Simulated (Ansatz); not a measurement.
Consider the ligand exchange at the Si–S bond: `O[Si]([SiH3])(S)Cl` + HBr → `O[Si]([SiH3])(Cl)Br` + H₂S.

Isolated molecules relaxed with PBE0-D4/def2-TZVP in Ansatz; ΔE leaves out vibrations. CCSD(T)/CBS is the MP2 limit (def2-TZVPP, def2-QZVPP) plus CCSD(T) − MP2 in def2-TZVPP, frozen cores. This one scheme is used for every species. Functionals use def2-TZVPP. For Br outer-core shells are correlated without core-valence functions, which leaves a few kJ/mol of doubt a bond. Scalar relativity is left out up to krypton. One conformer a species, not always the lowest.

(1) Is it downhill or uphill in electronic energy at CCSD(T)/CBS, and by how much? (Best estimate.)

(2) What do these levels give: revPBE-D4, r2SCAN-D4, BHLYP-D4, ωB97X-V, HF/def2-QZVPP, MP2/def2-QZVPP? (Estimate.)

Largest T1 diagnostic among the species: 0.012.

Results:

(1) Computed: Downhill: ΔE = -38.0 kJ/mol.

(2) Computed: revPBE-D4 -30.5, r2SCAN-D4 -35.0, BHLYP-D4 -39.5, ωB97X-V -36.6, HF/def2-QZVPP -44.4, MP2/def2-QZVPP -38.8 kJ/mol.

In def2-TZVPP, CCSD(T) changes the Hartree–Fock value by +8.8 kJ/mol (the triples alone add +1.6 kJ/mol) and MP2 by +7.0 kJ/mol. Leaving LDA and LC-ωPBE aside and taking each functional with its dispersion term where it has one, the values spread over 9.0 kJ/mol, from BHLYP-D4 to revPBE-D4.
